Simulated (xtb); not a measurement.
thionyl fluoride (F2OS), singlet, from a rough starting geometry; xtb with GFN2-xTB.

Input for xtb:
```
$ xtb mol.xyz --gfn 2 --opt vtight --json

# file mol.xyz
4

O      1.38391404    -0.11758708    -0.29146834
S      0.21345653     0.01575006     0.48143130
F     -0.71512460     1.26733573    -0.15780973
F     -0.93998047    -1.04079817    -0.07390791
```

**Question.** Write the output that xtb gives for this input, abridged.

**Answer.** 
```
   ID    Z sym.   atoms
    1    8 O      1
    2   16 S      2
    3    9 F      3, 4

           -------------------------------------------------
          |                Calculation Setup                |
           -------------------------------------------------

           -------------------------------------------------
          |                 G F N 2 - x T B                 |
           -------------------------------------------------

          ...................................................
          :                      SETUP                      :
          :.................................................:
          :  # basis functions                  22          :
          :  # atomic orbitals                  21          :
          :  # shells                            9          :
          :  # electrons                        26          :
          :  max. iterations                   250          :
          :  Hamiltonian                  GFN2-xTB          :
          :  restarted?                      false          :
          :  GBSA solvation                  false          :
          :  PC potential                    false          :
          :  electronic temp.          300.0000000     K    :
          :  accuracy                    1.0000000          :
          :  -> integral cutoff          0.2500000E+02      :
          :  -> integral neglect         0.1000000E-07      :
          :  -> SCF convergence          0.1000000E-05 Eh   :
          :  -> wf. convergence          0.1000000E-03 e    :
          :  Broyden damping             0.4000000          :
          :  net charge                          0          :
          :  unpaired electrons                  0          :
          ...................................................

 iter      E             dE          RMSdq      gap      omega  full diag
   1    -16.8399505 -0.168400E+02  0.114E+01    6.39       0.0  T
   2    -16.8513706 -0.114201E-01  0.546E+00    5.89       1.0  T
   3    -16.8537018 -0.233118E-02  0.165E+00    5.74       1.0  T
   4    -16.8543949 -0.693037E-03  0.490E-01    5.86       1.0  T
   5    -16.8544357 -0.408663E-04  0.183E-01    5.89       1.0  T
   6    -16.8544396 -0.391191E-05  0.769E-02    5.89       1.0  T
   7    -16.8544415 -0.187312E-05  0.121E-02    5.89       4.1  T
   8    -16.8544415 -0.252576E-07  0.421E-03    5.89      11.9  T
   9    -16.8544415 -0.111584E-07  0.171E-03    5.89      29.2  T
[...]
         :: total energy             -16.821677265871 Eh    ::
 * total energy  :   -16.8216773 Eh     change       -0.1023182E-10 Eh
 * total energy  :   -16.8221595 Eh     change       -0.4821867E-03 Eh
 * total energy  :   -16.8224594 Eh     change       -0.2999166E-03 Eh
 * total energy  :   -16.8224773 Eh     change       -0.1795213E-04 Eh
 * total energy  :   -16.8224801 Eh     change       -0.2773590E-05 Eh
 * total energy  :   -16.8224806 Eh     change       -0.4570650E-06 Eh
 * total energy  :   -16.8224806 Eh     change       -0.8248781E-07 Eh
   *** GEOMETRY OPTIMIZATION CONVERGED AFTER 7 ITERATIONS ***
         :: total energy             -16.822480634482 Eh    ::
[...]
        18                          0.0853954               2.3237
        19                          0.1391021               3.7852
        20                          0.4740720              12.9002
        21                          1.1255716              30.6284
      -------------------------------------------------------------
                  HL-Gap            0.2206638 Eh            6.0046 eV
             Fermi-level           -0.3601652 Eh           -9.8006 eV

     #   Z          covCN         q      C6AA      α(0)
     1   8 O        0.860    -0.529    24.438     6.628
     2  16 S        2.430     1.273    99.168    16.761
     3   9 F        0.785    -0.372    13.174     4.287
     4   9 F        0.785    -0.372    13.172     4.287

 Mol. C6AA /au·bohr⁶  :        479.722634
 Mol. C8AA /au·bohr⁸  :      14536.193728
 Mol. α(0) /au        :         31.962961

Wiberg/Mayer (AO) data.
largest (>0.10) Wiberg bond orders for each atom

 ---------------------------------------------------------------------------
     #   Z sym  total        # sym  WBO       # sym  WBO       # sym  WBO
 ---------------------------------------------------------------------------
     1   8 O    2.105 --     2 S    1.980
     2  16 S    3.848 --     1 O    1.980     4 F    0.934     3 F    0.934
     3   9 F    1.019 --     2 S    0.934
     4   9 F    1.019 --     2 S    0.934
 ---------------------------------------------------------------------------

Topologies differ in total number of bonds
Writing topology from bond orders to xtbtopo.mol

molecular dipole:
                 x           y           z       tot (Debye)
 q only:        0.229       0.032       1.632
   full:        0.154       0.033       1.426       3.647
molecular quadrupole (traceless):
                xx          xy          yy          xz          yz          zz
 q only:       -3.540       0.249      -1.759       1.425       0.238       5.300
  q+dip:       -3.944       0.272      -1.748       1.068       0.269       5.692
   full:       -3.961       0.329      -1.317       1.398       0.206       5.278

optimized geometry written to: xtbopt.xyz

           -------------------------------------------------
          | TOTAL ENERGY              -16.822480634482 Eh   |
          | GRADIENT NORM               0.000095547599 Eh/α |
          | HOMO-LUMO GAP               6.004568874104 eV   |
           -------------------------------------------------

normal termination of xtb
```
